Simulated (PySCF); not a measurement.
## C₆ coefficients of unlike pairs at r2SCANh

Calculated with PySCF 2.14 from the dipole response of each species, C₆(A,B) = (3/π) ∫ α_A(iu) α_B(iu) du, in atomic units, from isotropic polarisabilities. For ions this is the dispersion term alone; charge-induced terms of lower order in 1/R come first.

| species | configuration | basis | relativity | α (bohr³) | C₆ (like pair) |
| --- | --- | --- | --- | --- | --- |
| Ir | [Xe] 4f14 5d7 6s2 (4F) | def2-QZVPPD with the def2 core potential (60 electrons) (7s5p4d4f2g) | core potential | 51.02 | 576.0 |
| C²⁺ | [He] 2s2 (1S) | aug-cc-pVQZ with one added diffuse shell each of s, p, d, f, g type (7s6p5d4f3g) | none | 4.426 | 7.225 |
| O³⁺ | [He] 2s2 2p1 (2P) | aug-cc-pwCVDZ (5s4p2d) | none | 1.393 | 1.331 |
| P | [Ne] 3s2 3p3 (4S) | aug-cc-pCVQZ-DK (10s9p7d5f3g) | spin-free X2C | 26.45 | 202.8 |

Estimate C₆ for P with O³⁺.

The integral gives 15.02. The combination rule 2 C_A C_B / (C_A α_B/α_A + C_B α_A/α_B) gives 15.02 and the geometric mean 16.43.

No spin-orbit coupling is included.

The other pairs:

| pair | C₆ |
| --- | --- |
| O³⁺, Ir | 25.04 |
| O³⁺, C²⁺ | 2.953 |
| C²⁺, Ir | 63.42 |
| P, Ir | 339.7 |
| P, C²⁺ | 38.03 |
